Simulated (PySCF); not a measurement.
HSZn (SMILES [SH][Zn]), doublet (typed; the unrestricted solution is spin-contaminated), at a GFN2-xTB geometry (such geometries of metal compounds can be far from the true shape) (the spin is typed, not shown lowest), atoms displaced at random by about 0.03 Å a coordinate; B3LYP/STO-3G, gradient (PySCF).

PySCF was given this input:
```python
from pyscf import gto, scf, dft

mol = gto.M(
    atom='''
Zn   -0.437760   -0.692435   -0.337538
S     0.639785    1.297777    0.498952
H     1.493289    0.650960    1.271988
''',
    basis='sto-3g',
    charge=0,
    spin=1,
    verbose=4,
)

mf = dft.UKS(mol)
mf.xc = 'b3lyp'
mf.kernel()
g = mf.nuc_grad_method()
grad = g.kernel()
```

Problem. Write the output that PySCF gives for this input, abridged.

Solution. 
```
PySCF version 2.14.0

[INPUT] verbose = 4
[INPUT] num. atoms = 3
[INPUT] num. electrons = 47
[INPUT] charge = 0
[INPUT] spin (= nelec alpha-beta = 2S) = 1
[INPUT] symmetry False subgroup None
[INPUT] Mole.unit = angstrom
[INPUT] Symbol           X                Y                Z      unit          X                Y                Z       unit  Magmom
[...]
nuclear repulsion = 117.252781196717
number of shells = 14
number of NR pGTOs = 84
number of NR cGTOs = 28
basis = sto-3g
ecp = {}

******** <class 'pyscf.dft.uks.UKS'> ********
method = UKS
initial guess = minao
damping factor = 0
level_shift factor = 0
DIIS = <class 'pyscf.scf.diis.CDIIS'>
diis_start_cycle = 1
diis_space = 8
diis_damp = 0
SCF conv_tol = 1e-09
SCF conv_tol_grad = None
SCF max_cycles = 50
direct_scf = True
direct_scf_tol = 1e-13
number electrons alpha = 24  beta = 23
XC library pyscf.dft.libxc version 7.1.2
    S. Lehtola, C. Steigemann, M. J. T. Oliveira, and M. A. L. Marques,  SoftwareX 7, 1–5 (2018)
XC functionals = b3lyp
    P. J. Stephens, F. J. Devlin, C. F. Chabalowski, and M. J. Frisch,  J. Phys. Chem. 98, 11623 (1994)
radial grids:
    Treutler-Ahlrichs [JCP 102, 346 (1995); DOI:10.1063/1.469408] (M4) radial grids

becke partition: Becke, JCP 88, 2547 (1988); DOI:10.1063/1.454033
pruning grids: <function nwchem_prune>
grids dens level: 3
symmetrized grids: False
atomic radii adjust function: <function treutler_atomic_radii_adjust>
small_rho_cutoff = 0
Set gradient conv threshold to 3.16228e-05
tot grids = 49328
init E= -2150.73700346506

cycle= 1 E= -2143.57969796245  delta_E= 7.16  |g|= 1.95  |ddm|= 4.22

cycle= 2 E= -2142.32543305078  delta_E= 1.25  |g|= 1.26  |ddm|= 4.27
cycle= 3 E= -2139.10948134107  delta_E= 3.22  |g|= 1.22  |ddm|= 5.93
cycle= 4 E= -2151.69300432315  delta_E= -12.6  |g|= 0.834  |ddm|= 5.46
cycle= 5 E= -2152.01534863761  delta_E= -0.322  |g|= 0.553  |ddm|= 1.16
cycle= 6 E= -2151.86432457466  delta_E= 0.151  |g|= 0.716  |ddm|= 0.787
cycle= 7 E= -2152.59105617368  delta_E= -0.727  |g|= 0.526  |ddm|= 0.99
cycle= 8 E= -2152.80627881898  delta_E= -0.215  |g|= 0.29  |ddm|= 0.514
cycle= 9 E= -2152.83388737633  delta_E= -0.0276  |g|= 0.25  |ddm|= 0.507
cycle= 10 E= -2152.84855385068  delta_E= -0.0147  |g|= 0.237  |ddm|= 0.184
cycle= 11 E= -2152.99937003831  delta_E= -0.151  |g|= 0.136  |ddm|=  1.4
cycle= 12 E= -2152.99627182402  delta_E= 0.0031  |g|= 0.127  |ddm|= 0.286
cycle= 13 E= -2153.00046622401  delta_E= -0.00419  |g|= 0.0983  |ddm|= 0.167
[...]
cycle= 28 E= -2153.01218850349  delta_E= -1.95e-06  |g|= 0.000194  |ddm|= 0.00869
cycle= 29 E= -2153.01219086194  delta_E= -2.36e-06  |g|= 0.000188  |ddm|= 0.0104
cycle= 30 E= -2153.01220031675  delta_E= -9.45e-06  |g|= 0.000188  |ddm|= 0.0444
cycle= 31 E= -2153.01220712107  delta_E= -6.8e-06  |g|= 0.000137  |ddm|= 0.0404
cycle= 32 E= -2153.01221158999  delta_E= -4.47e-06  |g|= 0.000125  |ddm|= 0.0342
cycle= 33 E= -2153.01221301844  delta_E= -1.43e-06  |g|= 0.000116  |ddm|= 0.0128
cycle= 34 E= -2153.01221510612  delta_E= -2.09e-06  |g|= 0.000109  |ddm|= 0.0213
cycle= 35 E= -2153.01221603623  delta_E= -9.3e-07  |g|= 0.000103  |ddm|= 0.00997
cycle= 36 E= -2153.01221704954  delta_E= -1.01e-06  |g|= 0.00011  |ddm|= 0.0117
cycle= 37 E= -2153.01221688727  delta_E= 1.62e-07  |g|= 0.000114  |ddm|= 0.0018
cycle= 38 E= -2153.01221732445  delta_E= -4.37e-07  |g|= 9.86e-05  |ddm|= 0.00411
cycle= 39 E= -2153.01221706126  delta_E= 2.63e-07  |g|= 0.000112  |ddm|= 0.00477
cycle= 40 E= -2153.01221771873  delta_E= -6.57e-07  |g|= 9.64e-05  |ddm|= 0.00485
cycle= 41 E= -2153.01221821188  delta_E= -4.93e-07  |g|= 9.43e-05  |ddm|= 0.00596
cycle= 42 E= -2153.01222012128  delta_E= -1.91e-06  |g|= 0.000101  |ddm|= 0.0154
cycle= 43 E= -2153.01222149849  delta_E= -1.38e-06  |g|= 9.07e-05  |ddm|= 0.0121
cycle= 44 E= -2153.01222421596  delta_E= -2.72e-06  |g|= 9.21e-05  |ddm|= 0.0251
cycle= 45 E= -2153.01222618468  delta_E= -1.97e-06  |g|= 8.03e-05  |ddm|= 0.021
cycle= 46 E= -2153.01222772468  delta_E= -1.54e-06  |g|= 0.00013  |ddm|= 0.0202
cycle= 47 E= -2153.01222809557  delta_E= -3.71e-07  |g|= 6.58e-05  |ddm|= 0.00444
cycle= 48 E= -2153.01222887491  delta_E= -7.79e-07  |g|= 6.79e-05  |ddm|= 0.0107
cycle= 49 E= -2153.01222929151  delta_E= -4.17e-07  |g|= 9.68e-05  |ddm|= 0.00564
cycle= 50 E= -2153.01222951025  delta_E= -2.19e-07  |g|= 9.12e-05  |ddm|= 0.00273
SCF not converged.
SCF energy = -2153.01222951025 after 50 cycles  <S^2> = 1.5792142  2S+1 = 2.7049689

WARN: Ground state UKS not converged

******** <class 'pyscf.grad.uks.Gradients'> for <class 'pyscf.dft.uks.UKS'> ********
unit = Eh/Bohr
grid_response = False
--------------- UKS gradients ---------------
         x                y                z
0 Zn    -0.0251140710    -0.0450216491    -0.0193197641
1 S     0.0432101533     0.0302920424     0.0359152745
2 H    -0.0183672989     0.0146876114    -0.0166278528
----------------------------------------------
```

The run did not converge; its last values are not results.
